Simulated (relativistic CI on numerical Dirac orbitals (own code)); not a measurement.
Hyperfine structure of Pd5+, mass number 105

Calculated at this level of theory: Dirac-Coulomb-Breit CI, KLI orbitals optimised for each configuration, model QED, valence Slater integrals scaled by 0.85, P86 correlation energy added to each configuration (own radial code, finite nucleus).

Configurations in the expansion (outside the closed core [Ar] 3d10): 4s2 4p6 4d5, 4s2 4p6 4d4 5s, 4s2 4p6 4d4 4f, 4s2 4p6 4d4 5p, 4s2 4p5 4d6, 4s2 4p6 4d3 4f2, 4s2 4p6 4d3 5s2, 4s2 4p6 4d4 6s, 4s2 4p6 4d4 6p, 4s2 4p6 4d3 5s 5p, 4s 4p6 4d6, 4s2 4p6 4d4 5f, 4p6 4d7. Levels of other configurations are missing.

Nuclear spin I = 5/2, μ = -0.642 μN, Q = 0.66 b (tables of Stone and Pyykkö). The electronic factors are computed for point nuclear moments, without core polarisation or the Bohr-Weisskopf and QED corrections.

```tsv
Level	E (cm⁻¹)	A (MHz)	B (MHz)
4s2 4p6 4d5 4G_5/2	27002.9	-255.9	236
4s2 4p6 4d5 4G_7/2	27726.7	-210.5	194
4s2 4p6 4d5 4G_11/2	27940.2	-208.5	-7.61
4s2 4p6 4d5 4G_9/2	28103.6	-198.1	153
4s2 4p6 4d5 4P_5/2	28881.3	-114.2	506
4s2 4p6 4d5 4P_3/2	29635.2	-176.3	412
4s2 4p6 4d5 4P_1/2	30708.3	90.15	
4s2 4p6 4d5 4D_7/2	33181.6	-131.7	231
```

Levels with J = 0, under 50 % of one LS term, or S terms without an open s electron are left out. Small factors come from cancelling terms and can be off by tens of per cent or more.

At this charge configurations can still be misplaced by up to about 7 % of their energy.

Question: Give the hyperfine levels of 4s2 4p6 4d5 4G_5/2 relative to its centre of gravity.

Answer: With K = F(F + 1) − I(I + 1) − J(J + 1), E = AK/2 + B[¾K(K + 1) − I(I + 1)J(J + 1)]/[2I(2I − 1)J(2J − 1)]: F = 0: 2405, F = 1: 2092, F = 2: 1488, F = 3: 635.3, F = 4: -402.6, F = 5: -1540 MHz.

LS names give the leading component of a level, which can be under half, so a name can repeat, a term be missing and a line seem to break the LS rules.
